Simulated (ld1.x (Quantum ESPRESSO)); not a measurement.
**Ranking TM potentials for V (Z = 23)**

All share these settings but for the change named:

ld1.x (Quantum ESPRESSO) 7.5 input, shortened:

```
&input
   title='V', zed=23., rel=1, dft='PBE', iswitch=3,
   config='[Ar] 3d3 4s2 4p0'
 /
 &inputp
   pseudotype=2, tm=.true., lloc=0,
   nlcc=.false.
 /
3
3P  2  1   6.00   0.00  0.90  0.90  0.0
3D  3  2   3.00   0.00  2.40  2.40  0.0
3S  1  0   2.00   0.00  1.10  1.10  0.0
 &test
   configts(1)='3s2 3p6 3d3 4s2 4p0'
 /
```

Occupied shells without a wave of their own: 4s. They enter only through the test configuration that unscreens the potential.

Cutoff: the first of the cutoffs (Ry, on a coarse ladder) from which the occupation-weighted sum of valence levels, in a spherical-Bessel basis at the reference potential, stays within 10 and 1 mRy of its value at 400 Ry; the density cutoff is not measured.

The base gives 120 Ry.

Of 8 variants that were run, those that failed, showed a ghost or another fault, or gave nearly equal values are left out.

A variant can come out equal or close to the base.

(1) Rank these variants from softest to hardest (loose cutoff).
A. wave 3s (bound): rc 1.10 bohr becomes 3s (bound): rc 0.96 bohr
B. wave 3s (bound): rc 1.10 bohr becomes 3s (bound): rc 0.82 bohr
C. wave 3s (bound): rc 1.10 bohr becomes 3s (bound): rc 1.16 bohr
D. wave 3s (bound): rc 1.10 bohr becomes 3s (bound): rc 0.74 bohr

## Answers

(1) C (110 Ry), A (140 Ry), B (160 Ry), D (230 Ry).
